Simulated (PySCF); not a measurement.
## Charge-transfer reorganisation: `InChI=1S/C5H11NOSi/c1-3(7)4-2-5(4)8-6/h4-5H,2,6,8H2,1H3/t4-,5+/m0/s1`

Geometry:
```json
{"atom": "C1", "x (Å)": "-2.969", "y (Å)": "0.286", "z (Å)": "0.611"}
{"atom": "C2", "x (Å)": "-1.939", "y (Å)": "-0.468", "z (Å)": "-0.194"}
{"atom": "O3", "x (Å)": "-2.202", "y (Å)": "-1.492", "z (Å)": "-0.784"}
{"atom": "C4", "x (Å)": "-0.565", "y (Å)": "0.119", "z (Å)": "-0.228"}
{"atom": "C5", "x (Å)": "0.224", "y (Å)": "-0.053", "z (Å)": "-1.498"}
{"atom": "C6", "x (Å)": "0.599", "y (Å)": "-0.858", "z (Å)": "-0.294"}
{"atom": "Si7", "x (Å)": "2.165", "y (Å)": "-0.494", "z (Å)": "0.660"}
{"atom": "N8", "x (Å)": "2.648", "y (Å)": "1.150", "z (Å)": "0.361"}
{"atom": "H9", "x (Å)": "-3.937", "y (Å)": "-0.236", "z (Å)": "0.567"}
{"atom": "H10", "x (Å)": "-3.081", "y (Å)": "1.314", "z (Å)": "0.221"}
{"atom": "H11", "x (Å)": "-2.641", "y (Å)": "0.377", "z (Å)": "1.662"}
{"atom": "H12", "x (Å)": "-0.412", "y (Å)": "1.050", "z (Å)": "0.330"}
{"atom": "H13", "x (Å)": "-0.286", "y (Å)": "-0.579", "z (Å)": "-2.313"}
{"atom": "H14", "x (Å)": "0.859", "y (Å)": "0.790", "z (Å)": "-1.794"}
{"atom": "H15", "x (Å)": "0.272", "y (Å)": "-1.905", "z (Å)": "-0.341"}
{"atom": "H16", "x (Å)": "1.942", "y (Å)": "-0.593", "z (Å)": "2.139"}
{"atom": "H17", "x (Å)": "3.191", "y (Å)": "-1.524", "z (Å)": "0.270"}
{"atom": "H18", "x (Å)": "3.095", "y (Å)": "1.406", "z (Å)": "-0.516"}
{"atom": "H19", "x (Å)": "3.020", "y (Å)": "1.701", "z (Å)": "1.129"}
```

The calculation used UKS PBE0/def2-SV(P) four-point reorganisation energy, gas phase in PySCF 2.14.0. Geometry: PBE0/def2-SV(P).

The conformer changes in this relaxation, which adds to the reorganisation energy.

**Question.** What is the inner reorganisation energy for hole transfer, with the ionisation energy?

**Answer.** λ = 0.212 (surface of the oxidised species) + 0.207 (surface of the starting species) = 0.419 eV. The ionisation energy is 8.93 eV vertical and 8.72 eV adiabatic without zero-point energy; at the relaxed geometry of the oxidised species the two energies differ by 8.51 eV. Largest bond changes: C6–Si7 1.870 → 1.896 Å, Si7–N8 1.740 → 1.765 Å, Si7–H17 1.505 → 1.486 Å, C4–C5 1.505 → 1.522 Å, C1–C2 1.509 → 1.498 Å. ⟨S²⟩ of the relaxed oxidised species 0.759.
